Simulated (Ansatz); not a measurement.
Z-matrix (Å, degrees):
```
C
O 1 1.411
H 1 1.095 2 111.8
H 1 1.097 2 112.0 3 -122.1
H 1 1.092 2 107.6 3 119.2
Ge 2 1.767 1 121.2 3 58.2
Si 6 2.382 2 116.8 1 70.9
O 6 1.759 2 104.5 1 -166.8
Cl 6 2.172 2 105.9 1 -51.0
H 7 1.483 6 109.1 2 62.2
H 7 1.482 6 108.3 2 -176.9
H 7 1.484 6 107.5 2 -57.5
H 8 0.962 6 112.1 2 42.1
```

The species carries charge 0 and has multiplicity 1.

List the ωB97M-V/def2-TZVPP orbital energies in eV (Ansatz 0.2.0). (Estimate.)

The calculation gave: Occupied: -10867.75, -2771.66, -1807.59, -1363.47, -1211.22, -1211.19, -1211.18, -526.28, -526.24, -282.76, -262.05, -199.52, -199.40, -199.39, -175.37, -148.70, -124.67, -124.61, -124.57, -102.82, -102.79, -102.79, -37.60, -37.54, -37.40, -37.37, -37.34, -31.07, -30.37, -25.36, -21.88, -19.13, -17.58, -16.41, -15.34, -15.12, -14.47, -12.98, -12.81, -12.71, -12.43, -11.80, -11.50, -11.28, -10.93, -10.25. Lowest empty: 1.42, 1.54, 1.73, 2.37, 2.93, 3.39, 3.52, 3.85.
